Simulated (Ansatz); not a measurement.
Start from `[GeH3][NH]C1=C[SiH2]1` and change one atom or group to get `CC1=C[SiH2]1`.

Ansatz, PBE0-D4/def2-TZVP geometries, multiplicity 1. Each molecule was computed in one conformer, which needn't be the lowest.

Scalar relativity is left out up to krypton.

```csv
property,`[GeH3][NH]C1=C[SiH2]1`
"ideal-gas entropy at 298 K and 1 bar (rigid rotor, harmonic PBE0-D4/def2-TZVP) / J/(mol·K)",365
HOMO energy (ωB97M-V/def2-TZVPP) / eV,-8.52
LUMO energy (PBE/def2-TZVPP) / eV,-0.74
HOMO–LUMO gap (B3LYP/def2-TZVPP) / eV,6.05
LUMO energy (ωB97M-V/def2-TZVPP) / eV,1.82
zero-point energy (PBE0-D4/def2-TZVP) / kJ/mol,204.1
```

Task: Give the same properties after the change, and the shifts. (Best estimate.)

Result: Ansatz gave: 
```json
{"property": "ideal-gas entropy at 298 K and 1 bar (rigid rotor, harmonic PBE0-D4/def2-TZVP) / J/(mol·K)", "`CC1=C[SiH2]1`": "300", "shift": "-65"}
{"property": "HOMO energy (ωB97M-V/def2-TZVPP) / eV", "`CC1=C[SiH2]1`": "-9.39", "shift": "-0.87"}
{"property": "LUMO energy (PBE/def2-TZVPP) / eV", "`CC1=C[SiH2]1`": "-0.98", "shift": "-0.24"}
{"property": "HOMO–LUMO gap (B3LYP/def2-TZVPP) / eV", "`CC1=C[SiH2]1`": "6.93", "shift": "0.88"}
{"property": "LUMO energy (ωB97M-V/def2-TZVPP) / eV", "`CC1=C[SiH2]1`": "1.89", "shift": "0.07"}
{"property": "zero-point energy (PBE0-D4/def2-TZVP) / kJ/mol", "`CC1=C[SiH2]1`": "196.9", "shift": "-7.2"}
```

The zero-point energy changes by -7.2 kJ/mol with -6 modes.

B3LYP here is the variant with VWN-RPA as its local correlation; programs differ in this.
